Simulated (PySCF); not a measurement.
C6H7BrSi, SMILES Br[SiH2]c1ccccc1, GFN2-xTB optimised geometry.

```
15

Br    -0.32    -3.34     0.13
Si    -1.67    -1.59    -0.01
C     -0.64    -0.02     0.00
C     -1.30     1.21     0.00
C     -0.60     2.40     0.00
C      0.78     2.38     0.00
C      1.46     1.17     0.00
C      0.75    -0.02     0.00
H     -2.40    -1.77    -1.26
H     -2.54    -1.68     1.16
H     -2.39     1.23     0.00
H     -1.13     3.34     0.00
H      1.34     3.31     0.00
H      2.54     1.15     0.00
H      1.29    -0.95     0.00
```

Density from PBE/def2-TZVP run with PySCF at that geometry.

Minimum of the electron density along straight lines between bonded atoms, close to the bond critical point (lines longer than 1.1 times the sum of covalent radii, or with two minima, are not listed):

```json
[
 {"bond": "Br1–Si2", "length / Å": "2.222", "ρ at the minimum / e bohr⁻³": "…", "∇²ρ there / e bohr⁻⁵": "…", "position (fraction from the first atom)": "0.65"},
 {"bond": "Si2–C3", "length / Å": "1.878", "ρ at the minimum / e bohr⁻³": "0.121", "∇²ρ there / e bohr⁻⁵": "0.17", "position (fraction from the first atom)": "0.39"},
 {"bond": "C3–C4", "length / Å": "1.393", "ρ at the minimum / e bohr⁻³": "0.311", "∇²ρ there / e bohr⁻⁵": "-0.87", "position (fraction from the first atom)": "0.50"},
 {"bond": "C4–C5", "length / Å": "1.381", "ρ at the minimum / e bohr⁻³": "0.320", "∇²ρ there / e bohr⁻⁵": "-0.92", "position (fraction from the first atom)": "0.50"},
 {"bond": "C5–C6", "length / Å": "1.386", "ρ at the minimum / e bohr⁻³": "0.318", "∇²ρ there / e bohr⁻⁵": "-0.92", "position (fraction from the first atom)": "0.50"},
 {"bond": "C6–C7", "length / Å": "1.384", "ρ at the minimum / e bohr⁻³": "0.319", "∇²ρ there / e bohr⁻⁵": "-0.92", "position (fraction from the first atom)": "0.50"},
 {"bond": "C3–C8", "length / Å": "1.392", "ρ at the minimum / e bohr⁻³": "0.312", "∇²ρ there / e bohr⁻⁵": "-0.87", "position (fraction from the first atom)": "0.50"},
 {"bond": "C7–C8", "length / Å": "1.384", "ρ at the minimum / e bohr⁻³": "0.319", "∇²ρ there / e bohr⁻⁵": "-0.92", "position (fraction from the first atom)": "0.50"},
 {"bond": "Si2–H9", "length / Å": "1.458", "ρ at the minimum / e bohr⁻³": "0.127", "∇²ρ there / e bohr⁻⁵": "0.16", "position (fraction from the first atom)": "0.50"},
 {"bond": "Si2–H10", "length / Å": "1.458", "ρ at the minimum / e bohr⁻³": "0.127", "∇²ρ there / e bohr⁻⁵": "0.16", "position (fraction from the first atom)": "0.50"},
 {"bond": "C4–H11", "length / Å": "1.082", "ρ at the minimum / e bohr⁻³": "0.285", "∇²ρ there / e bohr⁻⁵": "-0.99", "position (fraction from the first atom)": "0.64"},
 {"bond": "C5–H12", "length / Å": "1.080", "ρ at the minimum / e bohr⁻³": "0.285", "∇²ρ there / e bohr⁻⁵": "-1.00", "position (fraction from the first atom)": "0.64"},
 {"bond": "C6–H13", "length / Å": "1.080", "ρ at the minimum / e bohr⁻³": "0.286", "∇²ρ there / e bohr⁻⁵": "-1.00", "position (fraction from the first atom)": "0.64"},
 {"bond": "C7–H14", "length / Å": "1.080", "ρ at the minimum / e bohr⁻³": "0.286", "∇²ρ there / e bohr⁻⁵": "-1.00", "position (fraction from the first atom)": "0.64"},
 {"bond": "C8–H15", "length / Å": "1.081", "ρ at the minimum / e bohr⁻³": "0.287", "∇²ρ there / e bohr⁻⁵": "-1.01", "position (fraction from the first atom)": "0.65"}
]
```

Some entries are withheld; supply them.


- Br1–Si2, ρ at the minimum / e bohr⁻³: 0.088
- Br1–Si2, ∇²ρ there / e bohr⁻⁵: 0.08
